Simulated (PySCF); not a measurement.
**C₆ coefficients of unlike pairs at PBE0**

Calculated with PySCF 2.14 from the dipole response of each species, C₆(A,B) = (3/π) ∫ α_A(iu) α_B(iu) du, in atomic units, from isotropic polarisabilities. For ions this is the dispersion term alone; charge-induced terms of lower order in 1/R come first.

```csv
species,configuration,basis,relativity,α (bohr³),C₆ (like pair)
O³⁺,[He] 2s2 2p1 (2P),aug-cc-pwCVTZ (7s6p4d2f),none,1.358,1.269
F,[He] 2s2 2p5 (2P),aug-cc-pVTZ-DK (5s4p3d2f),spin-free X2C,3.520,9.517
Pb⁺,[Xe] 4f14 5d10 6s2 6p1 (2P),"aug-cc-pVQZ-PP with one added diffuse shell each of s, p, d, f, g type with ECP60MDF (8s8p6d4f3g)",core potential,27.63,235.9
Ta³⁺,[Xe] 4f14 5d2 (3F),aug-cc-pVTZ-PP with ECP60MDF (6s6p5d3f2g),core potential,7.197,32.48
```

Estimate C₆ for F with O³⁺.

The integral gives 3.470. The combination rule 2 C_A C_B / (C_A α_B/α_A + C_B α_A/α_B) gives 3.471 and the geometric mean 3.476.

No spin-orbit coupling is included.

The other pairs:

```tsv
pair	C₆
Pb⁺, O³⁺	16.47
Ta³⁺, Pb⁺	83.77
Ta³⁺, O³⁺	6.415
Ta³⁺, F	17.55
Pb⁺, F	44.50
```
